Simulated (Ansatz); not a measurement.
The cluster PtI2⁺. Total charge 1; doublet. Geometry r2SCAN-D4/def2-TZVP, that of the neutral singlet; atoms count from 1.

```tsv
atom	x (Å)	y (Å)	z (Å)
Pt1	0.000	0.000	0.000
I2	1.624	0.997	-1.554
I3	-1.624	-0.997	1.554
```

In the def2 sets I, Pt take a core potential; there is no spin–orbit coupling. The charge 1 doublet is spin-contaminated (final ⟨S²⟩ up to 1.25, 0.75 for a pure state). The structure comes from a short search, and lower isomers may exist.

(1) Estimate the Mulliken populations from the PBE0/def2-TZVP orbitals of Ansatz.

(2) Where does the spin sit?

(3) And the Mayer bond orders between bonded heavy atoms (over 0.3)?

## Answers

(1) 
```csv
atom,charge (e),spin (α − β),d electrons
Pt1,0.32,0.62,8.57
I2,0.34,-0.45,–
I3,0.34,0.83,–
```
Mulliken values and Mayer orders depend strongly on the basis.

(2) Summed by element: Pt 0.62, I 0.38, of 1 unpaired in all. Largest on single atoms: I3 0.83, Pt1 0.62, I2 -0.45.

(3) Pt1–I2 1.32 (2.46 Å); Pt1–I3 1.49 (2.46 Å). Values over 0.3 also appear between atoms too far apart for a bond (I2–I3 0.34 at 4.92 Å); they arise where an orbital or an unpaired electron spreads over both atoms.
